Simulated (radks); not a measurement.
Q: Numerical settings for neutral neon, [Ne]. All-electron calculation, non-relativistic Kohn-Sham, PBE, spin-unpolarised, spherical densities, point nucleus. Program: a radial shooting solver on a logarithmic mesh with Libxc functionals. The defaults (mesh step 0.008 in ln r, mesh end at 40 bohr or more with all orbitals vanishing there, Anderson mixing 0.5 over 9 steps, residual threshold near 1e-9 with the energy settled to 1e-9 hartree or 1e-11 of itself, here a cap of 58 iterations) give E = -128.8664 hartree and 2p at -13.347 eV in 14 iterations. Run on one thread of a shared host, so times are rough (Arm Neoverse V1): 0.04 s of CPU time, 0.04 s wall, 14 iterations on 2496 mesh points. One setting is changed at a time: mesh step in ln r 0.08; mesh step in ln r 0.003; mesh step in ln r 0.012; mesh end (bohr) 2; mesh end (bohr) 12; residual threshold 0.1; residual threshold 1e-13; mixing 0.05; linear mixing, mixing 0.2; linear mixing, mixing 0.8; mixing history 2; iteration cap 5. Which runs fail to converge, and which converge to a wrong energy?

A: Not converged within the cap: residual threshold 1e-13; linear mixing, mixing 0.2; linear mixing, mixing 0.8; iteration cap 5. Settled on a wrong energy, with an occupied level pushed above zero by the early mesh end: mesh end (bohr) 2 (+1.37 hartree). Apart from these: no run marked as converged misses the energy by more than 1 mhartree.
